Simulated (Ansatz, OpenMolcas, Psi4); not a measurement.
# CH3In (SMILES C[In]): methods side by side

CH3In: 5 atoms, total charge 0, spin state singlet. SMILES: `C[In]`. The coordinates come from a PBE0-D4/def2-TZVP relaxation.

```tsv
atom	x (Å)	y (Å)	z (Å)
C	-0.1828	0.0732	-0.0706
In	1.7728	-0.7095	0.6846
H	-0.9730	-0.0409	0.6802
H	-0.5026	-0.4605	-0.9728
H	-0.1145	1.1378	-0.3214
```

Each level gives the vertical ionisation energy (to the doublet cation) (eV). The values are calculated.

| level | kind | program | value (eV) | less CCSD(T)/def2-SVPD |
| --- | --- | --- | --- | --- |
| HF/def2-SVPD (core potential) | Hartree–Fock | OpenMolcas | 6.44 | -0.95 |
| BLYP/def2-SVPD (core potential) | GGA | Ansatz | 7.42 | +0.03 |
| TPSS/def2-SVPD (core potential) | meta-GGA | OpenMolcas | 7.39 | 0.00 |
| CAM-B3LYP/def2-SVPD (core potential) | range-separated hybrid | Ansatz | 7.59 | +0.20 |
| PBE-QIDH/def2-SVPD (core potential) | double hybrid | Ansatz | 7.45 | +0.06 |
| RPA@PBE0/def2-SVPD (core potential) | RPA | Ansatz | 7.47 | +0.08 |
| MP3/def2-SVPD (core potential) | perturbation theory | Psi4 | 7.38 | -0.01 |
| CCSD(T)/def2-SVPD (core potential), open shells restricted | coupled cluster or CI | OpenMolcas | 7.39 | 0.00 |

CCSD(T)/def2-SVPD (core potential), open shells restricted is the highest level here, not the true value. Spin-orbit coupling, which can split open shells on such heavy atoms by tenths of an eV, is left out. The values span 6.44 to 7.59 eV. In the correlated wave-function rows the outer d shell of In is correlated, in sets not made for it.
